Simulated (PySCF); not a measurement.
Lowest empty level (eV) of eight halogen compounds: PBE beside ωB97X, computed with PySCF for isolated molecules in the bases named; differences from unrounded values. The eight are the first of their class met in an unordered collection, after screening for sound electronic states; none was chosen by its value. Each molecule has one DFT geometry for both levels.

```tsv
molecule	basis	ωB97X	PBE	difference
C5H4F2O, SMILES C(=C(\F)OC=C=C)/F	def2-TZVP	1.55	-1.69	-3.24
C4H4F2O2, SMILES C1C(OCC1=O)(F)F	def2-TZVP	0.93	-2.53	-3.45
C3H3ClF2, SMILES F[C@@H]1C[C@@]1(F)Cl	def2-TZVP	2.48	-0.90	-3.38
Se(Br)(Me) (CH3BrSe), SMILES C[Se]Br	def2-TZVPD	-0.39	-3.36	-2.97
1-fluorocyclopentene (C₅H₇F), SMILES FC1=CCCC1	def2-TZVP	2.94	-0.32	-3.26
1,1-dichlorobuta-1,3-diene (C₄H₄Cl₂), SMILES ClC(Cl)=CC=C	def2-TZVP	0.57	-2.32	-2.89
2-chlorocyclopenta-1,3-diene (C5H5Cl), SMILES ClC1=CCC=C1	def2-TZVP	1.29	-1.76	-3.05
1,1,2-trichloroprop-1-ene (C3H3Cl3), SMILES CC(Cl)=C(Cl)Cl	def2-TZVP	1.41	-1.61	-3.03
```

PBE lies below ωB97X in 8 and above it in 0 of the eight; the mean signed difference is -3.16 and the largest -3.45 eV.
